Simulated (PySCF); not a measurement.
## Calculated data, AlBF2H2, AlBCl2H2, AlBH4N

Computed with PySCF 2.14.0. Calculation on a computer-drawn molecule: optimised geometry and harmonic frequencies of an isolated molecule of the commonest isotopes, restricted reference for singlets and unrestricted otherwise, frozen core in MP2.

Common to all runs: multiplicity 1; basis cc-pV(D+d)Z.

(1) AlBF2H2

Start structure:
```xyz
6
AlBF2H2
B      1.0569    -1.6059     1.2236
Al     0.7558    -2.5079    -0.5772
F     -0.6716    -2.2509    -1.4703
F      1.8582    -3.4859    -1.3014
H      1.4921    -0.5754     1.3632
H      0.7017    -2.1153     2.1954
```

```
charge                                        : 0
method                                        : HF
rotational constants                          : 6.616, 5.256, 3.002 GHz
total energy                                  : -466.7742 hartree
convergence status largest gradient component : 2.096e-05 hartree/bohr
```

Drawn bonds:
```
atom  other atom  order
   1           2      1
   2           3      1
   2           4      1
   1           5      1
   1           6      1
```

Optimised structure:
```xyz
6
AlBF2H2
B      1.0299    -1.5993     1.2603
Al     0.7244    -2.5113    -0.6370
F     -0.6571    -2.2785    -1.5082
F      1.8545    -3.4947    -1.3279
H      1.5397    -0.5184     1.3659
H      0.7016    -2.1391     2.2802
```

Modes:
```
frequency (cm⁻¹)  reduced mass (dalton)
           130.7                  1.035
           160.6                  4.727
           226.3                  4.669
           257.8                  13.74
           554.5                  5.885
             612                  1.364
           822.6                  15.64
           881.8                  2.008
           939.8                  3.504
            1246                   1.13
            2678                  1.053
            2755                  1.122
```

(2) AlBCl2H2

Start structure:
```xyz
6
AlBCl2H2
B     -1.7198    -2.1099     0.1862
Al     0.2997    -2.0594     0.0725
Cl     1.4524    -1.5678     1.7553
Cl     1.3533    -2.4319    -1.6199
H     -2.4621    -1.1685    -0.0306
H     -2.3397    -3.0875     0.4682
```

```
charge                                        : 0
method                                        : HF
rotational constants                          : 3.838, 2.224, 1.425 GHz
total energy                                  : -1186.8982 hartree
convergence status largest gradient component : 2.693e-05 hartree/bohr
```

Drawn bonds:
```
atom  other atom  order
   1           2      1
   2           3      1
   2           4      1
   1           5      1
   1           6      1
```

Optimised structure:
```xyz
6
AlBCl2H2
B     -1.7904    -2.1136     0.1887
Al     0.3334    -2.0391     0.1015
Cl     1.4954    -1.5541     1.7932
Cl     1.3845    -2.4466    -1.6807
H     -2.4649    -1.1477    -0.0404
H     -2.3743    -3.1238     0.4695
```

Modes:
```
frequency (cm⁻¹)  reduced mass (dalton)
           127.8                   3.98
           143.2                  1.017
           161.1                  19.33
           182.2                  4.806
           415.6                  10.59
             580                  23.65
           595.1                  1.319
           646.5                  7.385
           902.7                  1.367
            1242                  1.131
            2674                  1.053
            2752                  1.123
```

(3) AlBH4N

Start structure:
```xyz
7
AlBH4N
B     -0.7250    -2.2194     0.7049
N     -0.5998    -1.1322     1.4086
Al     0.3509     0.4807     0.8954
H     -0.8091    -3.1747     0.0336
H     -1.0385    -1.1069     2.3239
H      0.2674     1.5542     2.0096
H      0.9649     0.2916    -0.5188
```

```
charge                                        : 1
method                                        : MP2
rotational constants                          : 40.01, 5.607, 4.918 GHz
total energy                                  : -323.4651 hartree
convergence status largest gradient component : 4.041e-05 hartree/bohr
```

Drawn bonds:
```
atom  other atom  order
   1           2      1
   2           3      1
   1           4      1
   2           5      1
   3           6      1
   3           7      1
```

Optimised structure:
```xyz
7
AlBH4N
B     -0.7211    -2.2123     0.7033
N     -0.6210    -1.1340     1.4497
Al     0.3563     0.4819     0.8856
H     -0.7624    -3.1374    -0.0277
H     -1.0625    -1.0986     2.3790
H      0.2760     1.5594     1.9979
H      0.9454     0.2343    -0.5306
```

Modes:
```
frequency (cm⁻¹)  reduced mass (dalton)
           159.2                  2.547
           188.1                  1.321
           481.6                  1.234
           496.6                  4.513
           519.7                  1.186
           614.1                  1.183
           743.5                  1.059
           759.4                   1.31
           791.7                  1.338
             979                  1.229
            1566                  5.421
            2069                  1.016
            2117                  1.071
            2914                  1.148
            3527                  1.078
```
